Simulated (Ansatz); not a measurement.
Two isomers of CH5NSeSi: A = `[SiH3]/N=C\[SeH]`, B = `N[SiH2]C=[Se]`.

Isolated molecules relaxed with PBE0-D4/def2-TZVP in Ansatz; ΔE leaves out vibrations. CCSD(T)/CBS adds triple-zeta CCSD(T) − MP2 to the extrapolated MP2 energy (def2 sets, frozen cores). Functionals use def2-TZVPP. B3LYP here is the variant with VWN-RPA as its local correlation; programs differ in this. For Se outer-core shells are correlated without core-valence functions, which leaves a few kJ/mol of doubt a bond. Scalar relativity is left out up to krypton. Each species was taken in one conformer, which may not be the lowest.

Which isomer does CCSD(T)/CBS put lower? Give the gap. (Estimate.)

Ansatz gave: B, by 10.5 kcal/mol.

Give E(B) − E(A) in kcal/mol with B3LYP, PBE-D4, PBE0-D4, CCSD/def2-TZVPP, ωB97M-V, CCSD(T)/def2-TZVPP, B3LYP-D4. (An estimate is asked.)

Computed: B3LYP -5.2, PBE-D4 -4.4, PBE0-D4 -6.2, CCSD/def2-TZVPP -8.4, ωB97M-V -7.6, CCSD(T)/def2-TZVPP -8.6, B3LYP-D4 -5.2. None reverses the order clearly.

Largest T1 diagnostic: 0.014.

From PBE to PBE0 (25 % exact exchange), in def2-TZVPP and without D4, E(B) − E(A) moves by −1.8 kcal/mol. In def2-TZVPP, CCSD(T) changes the Hartree–Fock value by −3.1 kcal/mol (the triples alone add −0.2 kcal/mol) and MP2 by −4.0 kcal/mol.
